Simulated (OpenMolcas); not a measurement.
Mo2+ among 6 point charges of -1 e arranged as an octahedron (Oh).

```
Program             : OpenMolcas
Method              : SS-CASPT2, IPEA 0.25 Eh, imaginary shift 0.1 Eh (closed shells correlated: 4s 4p)
Basis               : ANO-RCC-VTZP [7s6p4d2f1g]
Scalar Hamiltonian  : DKH2, point nucleus
Active space        : 4 electrons in 5 orbitals (4d)
State averaging     : 2S+1 = 5 even, 5 roots; 2S+1 = 3 even, 45 roots; 2S+1 = 1 even, 50 roots
Spin-orbit coupling : RASSI with atomic mean-field integrals over the reference wave functions
```

All point charges move together. At R = 2.05 Å the first state of the same spin is 8050 cm-1, and at R = 2.17 Å it is 6140 cm-1.

Question: A third run gives 10180 cm-1. What distance was it run at?

Answer: With a power law R^-n the two known points give n = -ln(6140 / 8050) / ln(2.17 / 2.05) = 4.76. Then R = 2.05 × (8050 / 10180)^(1/4.76) = 1.951 Å. The run was at 1.95 Å, so the estimate is off by +0.001 Å.

Roots that are degenerate in the reference are averaged as groups; the widest CASPT2 spread within a group is 550 cm-1 (the 3-fold group of multiplicity 3 near 20600 cm-1 above the lowest state of its run, R = 2.17). Shifts and gaps below about the spread of the groups concerned are not significant. An orbital doublet at a regular site is open to a Jahn-Teller distortion, which this geometry leaves out. This shell can be high or low spin here, a state of another spin lies low, and with metal d orbitals alone active their balance is uncertain, so the ground spin may be wrong. Point charges give a weaker field than real ligands, and real ions of this kind are as a rule low spin; the high spin found here belongs to the model. Free-ion shares, where given, are those of the reference states; single-state CASPT2 does not remix them. Point charges carry no covalency, so the field is a model and not that of real ligands. No measured value stands beside these numbers.
